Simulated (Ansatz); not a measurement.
Reactions of C$_{7}$H$_{14}$, SMILES `CC(C)=CC(C)C`.

Computed with Ansatz on PBE0-D4/def2-TZVP structures; ΔE is electronic, products minus reactants. CBS: MP2 limit from def2 TZ/QZ plus the TZ coupled-cluster correction, frozen cores. This one scheme is used for every species, atoms too. For atomizations the MP2-based limit and the directly extrapolated one differ by several kJ/mol either way, and by 10 to 25 for some Ge, Se and Sn compounds, so smaller differences from it don't rank the levels. Open shells (•) are unrestricted, without spin–orbit coupling. Spin–orbit coupling would lower the free atoms: a little for C. Elements past krypton have def2 core potentials. Bonds to Ge, Sb are less sure, by a few kJ/mol each and by 10 to 20 or more in all where they break to atoms, as the def2 sets lack core-valence functions. Scalar relativity is left out up to krypton. One conformer a species, not always the lowest.

**Question.** Order these by ΔE at CCSD(T)/CBS, lowest first. (An estimate is asked.)
A. `CC(C)=CC(C)C` + H₂ → `CCC=C(C)C` + CH₄
B. `CC(C)=CC(C)C` → `CCC=C(C)C` + `[CH2]` (triplet)
C. `CC(C)=CC(C)C` → 7 C• + 14 H•
D. `CC(C)=CC(C)C` + `C[CH2][SbH][SiH3]` → `C[CH2][Sb]([SiH3])[CH](C)C` + isobutene
E. `CC(C)=CC(C)C` → `C[C@@H]1CC[C@H](C)C1`
F. `CC(C)=CC(C)C` + `[BH2][GeH2][OH]` → `[BH2][GeH2][O]C` + `CCC=C(C)C`
G. `CC(C)=CC(C)C` + H₂O → `CC(C)=CO` + propane

**Answer.** A (-0.64 eV), E (-0.55 eV), D (-0.14 eV), G (+0.45 eV), F (+0.62 eV), B (+4.58 eV), C (+88.56 eV).

Largest T1 diagnostic: 0.012, for `C[CH2][SbH][SiH3]`.
